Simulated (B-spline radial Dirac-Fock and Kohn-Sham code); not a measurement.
**The S-like isoelectronic sequence (16 electrons), Z = 44 to 52**

Level of theory: Dirac-Fock energy differences between relaxed states, corrected for Breit and QED terms; an atomic code on a B-spline grid. Binding energies in eV, tabulated ground configurations ([Ne] 3s2 3p4 throughout). The model has no electron correlation.

```
  ion       1s      2s   2p1/2  outermost level  NIST ionisation energy
Ru²⁸⁺  23539.1  4598.3  4347.3      1587.1 (3p)              1577 ± 2.1
Rh²⁹⁺  24723.1  4863.6  4605.2      1688.9 (3p)            1677.6 ± 2.2
Pd³⁰⁺  25938.7  5137.1  4871.1      1794.0 (3p)            1781.3 ± 2.3
Ag³¹⁺  27186.1  5418.7  5145.1      1902.2 (3p)              1888 ± 2.4
Cd³²⁺  28465.6  5708.5  5427.2      2013.7 (3p)                1998 ± 3
In³³⁺        ?       ?       ?                ?                       ?
Sn³⁴⁺  31121.9  6313.2  6016.3      2246.5 (3p)                2227 ± 3
Sb³⁵⁺  32499.3  6628.2  6323.4      2367.7 (3p)                2349 ± 5
Te³⁶⁺  33909.8  6951.7  6638.9      2492.3 (3p)                2472 ± 5
```

Question: Fill in the row of In³³⁺.

Answer: 1s 29777.5, 2s 6006.6, 2p1/2 5717.6, outermost 2128.5 (3p), NIST 2111 ± 3 eV.

NIST's values are for the lowest levels; a dash marks a value that is missing or belongs to another shell. Their kind here: semi-empirical, theoretical. Where a p, d or f shell is open in either ion the computed value averages over both j values and all terms, while the table refers to the lowest levels; that difference holds spin-orbit splitting (largest in heavy or highly charged ions), term energies where several electrons share open shells, and correlation, and it can reach 10 % or more.
